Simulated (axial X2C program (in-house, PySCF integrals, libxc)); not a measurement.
## How long does TaS take?

A bond scan computed with an axial X2C code built on PySCF integrals. Basis: Ta dyall-cv3z [13s14p9d7f4g], S dyall-av3z [9s8p3d2f] (cores contracted in-house).

Input:
```json
{"zs": [73, 16], "q": 0, "bas": ["dyall-cv3z", "dyall-av3z"], "levels": ["PBE0", "HF", "PBE50"], "cc": true, "r0": 2.2, "thr": -1.0, "nmax": 90, "npts": 10, "nst": 2, "ntry": 6}
```
```bash
python so2c.py task.json out
```

Keys: zs atomic numbers; q charge; bas basis sets; levels methods; cc coupled cluster on or off; r0 starting distance in Å; thr threshold in hartree for freezing inner shells (an s shell follows its p shell); nmax most natural virtual spinors; npts points on the curve; nst determinants followed; ntry starts of the search. HF also brings MP2.

Hardware: 1 thread of Arm Neoverse V1, on a shared host.

Wall time of one point of each curve, integrals apart:

```csv
Hamiltonian,level,points,seconds a point
spin-free,PBE0,7,1
spin-free,HF,7,0.84
spin-free,"CCSD(T) (11 electrons, 90 virtuals)",7,5.3
spin-free,PBE50,7,1
2c,PBE0,7,1.8
2c,HF,7,2.4
2c,"CCSD(T) (11 electrons, 90 virtuals)",7,8.3
2c,PBE50,7,2.3
```

The rest:

Search with its distance optimisation 82 s, atoms 31 s, whole task 280 s. Coupled cluster runs on the points near the minimum only. The program drops outer points, and coupled cluster, when its time limit (not in the input) nears; MP2, further determinants and curves that did not converge are not in the table.
